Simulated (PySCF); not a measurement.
Al(H) cation (AlH), SMILES [AlH] (connectivity only; charge and spin as stated), charge +1, multiplicity 2. Atoms are numbered in the order given.

```xyz
2

Al     0.0000     0.0000    -0.1160
H      0.0000     0.0000     1.5074
```
Charge +1, spin multiplicity 2.

Geometry optimised at B3LYP-D3(BJ)/def2-TZVPD. The spin state was assumed, not searched.

Two levels are set side by side: PBE/pcH-1 (PySCF) and B3LYP/pcH-1 (PySCF). Contact hyperfine couplings, same geometry. Differences are taken from unrounded values.

```json
[
 {"quantity": "A(iso) of 27Al, atom Al1 (MHz)", "PBE": "1182.6"},
 {"quantity": "A(iso) of 1H, atom H2 (MHz)", "PBE": "608.9"}
]
```

Task: These are the PBE values. What does B3LYP give? (The exact figures need the calculation; the answer reports its results.)

Result: 
```tsv
quantity	B3LYP	PBE minus B3LYP
A(iso) of 27Al, atom Al1 (MHz)	1238.4	-55.7
A(iso) of 1H, atom H2 (MHz)	673.2	-64.2
```

Rough cost on one machine, each run with all the roots and properties that it gave: B3LYP against PBE within a factor of 2.
